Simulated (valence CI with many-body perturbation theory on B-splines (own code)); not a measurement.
# E1 transitions of Pt XLV

Calculated by valence CI with perturbative core correlation (CI+MBPT): six valence electrons over a frozen Dirac-Fock core [Ar] 3d10, radial functions for each j: 9 s, 9 p, 8 d, 6 f, 3 g, 1 h, with the one-electron correlation potential Σ1 (screened to all orders), the two-electron term Σ2, the three-electron term Σ3, Breit, model QED; selected single and double excitations, second order for the rest, scaled by the run's own slope (own B-spline code, finite nucleus).

The last digits are not significant, and no measured levels were compared; by estimate large intervals hold to a few tenths of a per cent, small ones and those within an open d or f shell to about a per cent. Among the levels kept, up to 670 cm⁻¹ of a level comes from second order outside the variational space, and about a tenth of that is noise between levels of different J, which matters for small intervals.

Lines 51 to 100 of 114 in falling wavelength, among levels below 2838400 cm⁻¹, chosen from the strongest by gf and those to the six lowest levels. Wavelengths and rates use the calculated energies. Electric multipoles are in the length gauge with retardation, E1 and E2 with the static RPA response of the core. Weak lines are less certain than strong ones. Lines between different terms over intervals too small for the method are left out, as are lines whose strength nearly cancels. The highest levels of a list are the least certain.

Levels are named by their leading jj configuration (3d3/2^4 stands for four electrons in 3d with j = 3/2), which in mixed levels can hold well under half, so a name can repeat and another be missing. Letters in brackets count levels of one name in rising energy.

```tsv
λ vac (nm)	Upper	Lower	A (s⁻¹)	log gf	Branch %
7.838	(4s^2 4p1/2 4p3/2^2 4d3/2) J=2 [a]	(4s^2 4p1/2 4p3/2^3) J=2	2.85e+09	-1.88	28.5
7.676	(4s^2 4p1/2^2 4p3/2 4d3/2) J=1	(4s^2 4p1/2^2 4p3/2^2) J=0	6.11e+09	-1.79	23.6
7.642	(4s^2 4p1/2 4p3/2^2 4d3/2) J=3 [a]	(4s^2 4p1/2 4p3/2^3) J=2	2.42e+09	-1.83	9.9
7.610	(4s^2 4p1/2 4p3/2^2 4d3/2) J=1 [a]	(4s^2 4p1/2 4p3/2^3) J=1	2.99e+09	-2.11	3.7
7.607	(4s^2 4p1/2 4p3/2^2 4d3/2) J=2 [a]	(4s^2 4p1/2 4p3/2^3) J=1	3.24e+08	-2.85	3.2
7.592	(4s^2 4p1/2 4p3/2^2 4d3/2) J=0	(4s^2 4p1/2 4p3/2^3) J=1	1.90e+10	-1.78	99.9
7.449	(4s^2 4p1/2^2 4d3/2^2) J=2	(4s^2 4p1/2^2 4p3/2 4d3/2) J=3	9.57e+09	-1.40	26.9
7.411	(4s^2 4p1/2^2 4d3/2^2) J=2	(4s^2 4p1/2^2 4p3/2 4d3/2) J=1	1.36e+10	-1.25	38.4
7.393	(4s^2 4p1/2^2 4p3/2 4d3/2) J=2	(4s^2 4p1/2^2 4p3/2^2) J=2	1.25e+10	-1.29	100.0
7.264	(4s^2 4p1/2^2 4d3/2^2) J=2	(4s^2 4p1/2^2 4p3/2 4d3/2) J=2	1.18e+10	-1.33	33.1
7.247	(4s^2 4p1/2^2 4p3/2 4d3/2) J=1	(4s^2 4p1/2^2 4p3/2^2) J=2	1.97e+10	-1.33	76.2
7.211	(4s^2 4p1/2^2 4p3/2 4d3/2) J=3	(4s^2 4p1/2^2 4p3/2^2) J=2	7.93e+08	-2.36	99.9
7.182	(4s^2 4p1/2 4p3/2^2 4d3/2) J=2 [b]	(4s^2 4p1/2 4p3/2^3) J=2	2.47e+09	-2.02	2.0
7.017	(4s^2 4p1/2^2 4d3/2^2) J=0	(4s^2 4p1/2^2 4p3/2 4d3/2) J=1	4.53e+10	-1.48	99.5
6.987	(4s^2 4p1/2 4p3/2^2 4d3/2) J=2 [b]	(4s^2 4p1/2 4p3/2^3) J=1	1.07e+08	-3.41	0.1
6.819	(4s^2 4p1/2 4p3/2^2 4d3/2) J=3 [b]	(4s^2 4p1/2 4p3/2^3) J=2	5.43e+07	-3.58	0.0
6.772	(4s^2 4p1/2 4p3/2^2 4d3/2) J=2 [c]	(4s^2 4p1/2 4p3/2^3) J=2	1.76e+09	-2.22	0.1
6.739	(4s^2 4p1/2 4p3/2^2 4d3/2) J=1 [b]	(4s^2 4p1/2 4p3/2^3) J=2	1.23e+09	-2.60	0.0
6.693	(4s^2 4p1/2 4p3/2^2 4d5/2) J=3 [a]	(4s^2 4p1/2 4p3/2^3) J=2	1.02e+09	-2.32	0.2
6.599	(4s^2 4p1/2 4p3/2^2 4d3/2) J=2 [c]	(4s^2 4p1/2 4p3/2^3) J=1	1.59e+09	-2.29	0.1
6.567	(4s^2 4p1/2 4p3/2^2 4d3/2) J=1 [b]	(4s^2 4p1/2 4p3/2^3) J=1	3.05e+06	-5.23	0.0
6.490	(4s^2 4p1/2 4p3/2^2 4d5/2) J=1 [a]	(4s^2 4p1/2 4p3/2^3) J=2	2.01e+10	-1.42	3.3
6.433	(4s^2 4p1/2 4p3/2^2 4d3/2) J=1 [c]	(4s^2 4p1/2 4p3/2^3) J=2	1.62e+10	-1.52	0.8
6.330	(4s^2 4p1/2 4p3/2^2 4d5/2) J=1 [a]	(4s^2 4p1/2 4p3/2^3) J=1	2.10e+10	-1.42	3.5
6.310	(4s^2 4p1/2 4p3/2^2 4d5/2) J=0	(4s^2 4p1/2 4p3/2^3) J=1	4.07e+10	-1.61	100.0
6.276	(4s^2 4p1/2 4p3/2^2 4d3/2) J=1 [c]	(4s^2 4p1/2 4p3/2^3) J=1	2.38e+08	-3.37	0.0
6.267	(4s^2 4p1/2^2 4p3/2 4d5/2) J=2	(4s^2 4p1/2^2 4p3/2^2) J=2	9.66e+10	-0.55	99.6
6.154	(4s^2 4p1/2 4p3/2^2 4d5/2) J=2 [a]	(4s^2 4p1/2 4p3/2^3) J=2	2.41e+09	-2.16	24.0
6.049	(4s^2 4p1/2^2 4p3/2 4d5/2) J=1	(4s^2 4p1/2^2 4p3/2^2) J=0	2.61e+11	-0.37	75.6
6.046	(4s^2 4p1/2 4p3/2^2 4d5/2) J=3 [b]	(4s^2 4p1/2 4p3/2^3) J=2	1.18e+09	-2.35	82.3
6.011	(4s^2 4p1/2 4p3/2^2 4d5/2) J=2 [a]	(4s^2 4p1/2 4p3/2^3) J=1	5.78e+09	-1.81	57.5
5.929	(4s^2 4p1/2 4p3/2^2 4d5/2) J=2 [b]	(4s^2 4p1/2 4p3/2^3) J=2	2.33e+11	-0.21	35.8
5.885	(4s^2 4p1/2 4p3/2^2 4d5/2) J=1 [b]	(4s^2 4p1/2 4p3/2^3) J=2	1.34e+11	-0.68	15.2
5.883	(4s^2 4p1/2^2 4p3/2 4d5/2) J=3	(4s^2 4p1/2^2 4p3/2^2) J=2	5.80e+11	0.32	100.0
5.795	(4s^2 4p1/2 4p3/2^2 4d5/2) J=2 [b]	(4s^2 4p1/2 4p3/2^3) J=1	3.74e+11	-0.03	57.4
5.788	(4s^2 4p1/2 4p3/2^2 4d5/2) J=3 [c]	(4s^2 4p1/2 4p3/2^3) J=2	7.75e+11	0.44	95.8
5.780	(4s^2 4p1/2^2 4p3/2 4d5/2) J=1	(4s^2 4p1/2^2 4p3/2^2) J=2	8.38e+10	-0.90	24.3
5.754	(4s^2 4p1/2 4p3/2^2 4d5/2) J=1 [b]	(4s^2 4p1/2 4p3/2^3) J=1	6.14e+11	-0.04	69.9
5.724	(4s^2 4p1/2 4p3/2^2 4d5/2) J=2 [c]	(4s^2 4p1/2 4p3/2^3) J=2	5.33e+11	0.12	43.4
5.600	(4s^2 4p1/2 4p3/2^2 4d5/2) J=2 [c]	(4s^2 4p1/2 4p3/2^3) J=1	6.83e+11	0.21	55.7
5.221	(4s 4p1/2^2 4p3/2^3) J=2	(4s^2 4p1/2^2 4p3/2^2) J=2	5.26e+11	0.03	95.1
5.157	(4s 4p1/2^2 4p3/2^3) J=1	(4s^2 4p1/2^2 4p3/2^2) J=0	3.29e+11	-0.41	37.1
4.959	(4s 4p1/2^2 4p3/2^3) J=1	(4s^2 4p1/2^2 4p3/2^2) J=2	5.13e+11	-0.25	57.8
4.489	(4s^2 4p1/2 4p3/2^2 4d3/2) J=1 [a]	(4s^2 4p1/2^2 4p3/2^2) J=0	2.43e+10	-1.66	30.1
4.339	(4s^2 4p1/2 4p3/2^2 4d3/2) J=1 [a]	(4s^2 4p1/2^2 4p3/2^2) J=2	4.41e+10	-1.43	54.7
4.338	(4s^2 4p1/2 4p3/2^2 4d3/2) J=2 [a]	(4s^2 4p1/2^2 4p3/2^2) J=2	6.79e+09	-2.02	68.1
4.277	(4s^2 4p1/2 4p3/2^2 4d3/2) J=3 [a]	(4s^2 4p1/2^2 4p3/2^2) J=2	2.20e+10	-1.38	90.1
4.129	(4s^2 4p1/2 4p3/2^2 4d3/2) J=2 [b]	(4s^2 4p1/2^2 4p3/2^2) J=2	1.21e+11	-0.81	97.9
4.105	(4s^2 4p1/2 4p3/2^2 4d3/2) J=1 [b]	(4s^2 4p1/2^2 4p3/2^2) J=0	2.20e+10	-1.78	0.8
4.011	(4s^2 4p1/2 4p3/2^2 4d5/2) J=1 [a]	(4s^2 4p1/2^2 4p3/2^2) J=0	4.33e+11	-0.50	72.2
```

How does gf follow from A for the line at 7.592 nm?

gf = 1.4992 × (2J+1)_upper × A / σ², with σ = 1317140 cm⁻¹ and 2J+1 = 1: gf = 0.0164.
